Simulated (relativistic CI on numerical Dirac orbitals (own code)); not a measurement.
d1 to d9 in one octahedral field

Computed with a parametric ligand-field model without spin-orbit coupling, by exact diagonalisation: B = 470, C = 2190, 10Dq = 30700 cm⁻¹ (Oh; |10Dq|/B = 65.3) for every shell. Energies in cm⁻¹; the field energy is (0.6 n_e − 0.4 n_t2) × 10Dq of the ground term; g labels are left out. So small a B with so large a field is typical of 4d and 5d ions, where spin-orbit coupling, left out here, reaches 1,000 to 4,000 cm⁻¹.

| Shell | Ground term | Electrons in e | Field energy | First spin-allowed bands | Lowest term of other spin |
| --- | --- | --- | --- | --- | --- |
| d1 | 2T2 | 0.000 | -12280 | 2E 30700 |  |
| d2 | 3T1 | 0.006 | -24364 | 3T2 29516, 3T1 35382 | 1T2 7339 |
| d3 | 4A2 | 0.000 | -36840 | 4T2 30700, 4T1 36043 | 2E 10363 |
| d4 | 3T1 | 0.011 | -48773 | 3E 28532, 3T1 29089 | 1T2 6494 |
| d5 | 2T2 | 0.022 | -60732 | 2A2 27822, 2T1 27984 | 4T1 20283 |
| d6 | 1A1 | 0.018 | -73137 | 1T1 29018, 1T2 35880 | 3T1 24449 |
| d7 | 2E | 1.011 | -54913 | 2T1 28903, 2T2 29483 | 4T1 20260 |
| d8 | 3A2 | 2.000 | -36840 | 3T2 30700, 3T1 36043 | 1E 8097 |
| d9 | 2E | 3.000 | -18420 | 2T2 30700 |  |

Low spin: d4, d5, d6, d7; the other shells keep the spin of the free ion. Only d4 to d7 can choose; the field needed to pair spins is smallest for d6 and largest for d5, which loses most exchange energy. In the strong-field picture 10Dq must exceed about 6B + 5C = 13770 (d4), 7.5B + 5C = 14475 (d5), 2.5B + 4C = 9935 (d6) and 4B + 4C = 10640 (d7); mixing of terms shifts these bounds somewhat.
